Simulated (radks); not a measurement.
Results of a calculation; reference values are marked as such.
Problem. The table gives one normalised radial function P(r) = r R(r) of Re in [Xe] 4f14 5d5 6s1.5 6p0.5 (r in bohr). Code: a radial shooting solver on a logarithmic mesh with Libxc functionals. Model: scalar-relativistic Kohn-Sham, PBE, spin-polarised, spherical densities, point nucleus; open shells are filled with parallel spins first (spin-orbit coupling, left out, can overturn this in heavy ions).

r,P
0.0007831,0.0000
0.000919,0.0000
0.001078,0.0000
0.001266,0.0000
0.001473,0.0000
0.001729,0.0000
0.002029,0.0000
0.002381,0.0000
0.002794,0.0000
0.003279,0.0000
0.003848,0.0000
0.004516,0.0000
0.005299,0.0000
0.006169,0.0000
0.007239,0.0000
0.008496,0.0001
0.00997,0.0001
0.0117,0.0002
0.01373,0.0003
0.01611,0.0005
0.01891,0.0009
0.02219,0.0017
0.02583,0.0029
0.03031,0.0050
0.03557,0.0085
0.04174,0.0144
0.04899,0.0241
0.05749,0.0395
0.06746,0.0636
0.07917,0.1001
0.0929,0.1535
0.1082,0.2244
0.1269,0.3248
0.1489,0.4539
0.1748,0.6104
0.2051,0.7868
0.2407,0.9688
0.2825,1.1359
0.3315,1.2645
0.389,1.3326
0.4528,1.3294
0.5314,1.2552
0.6236,1.1207
0.7318,0.9461
0.8588,0.7542
1.008,0.5662
1.183,0.3983
1.388,0.2611
1.629,0.1586
1.896,0.0917
2.225,0.0473
2.611,0.0220
3.064,0.0092
3.596,0.0033
4.22,0.0010
4.952,0.0003
5.811,0.0001
6.819,0.0000
7.939,0.0000
9.316,0.0000
10.93,0.0000
12.83,0.0000
15.06,0.0000

Which n and l does it have? It may be an empty orbital.

Solution. n = 4, l = 3: the number of nodes gives n - l - 1 = 0, the rise at small r (about r^(l+1), flatter next to the nucleus through relativity) gives l, and the extent must fit the shell. The curve is that of 4f down; the table hardly tells the two spins apart. 4f down: eigenvalue -42.300 eV, 0 radial nodes, <r> = 0.578 bohr, 90 % of the charge inside 0.949 bohr.
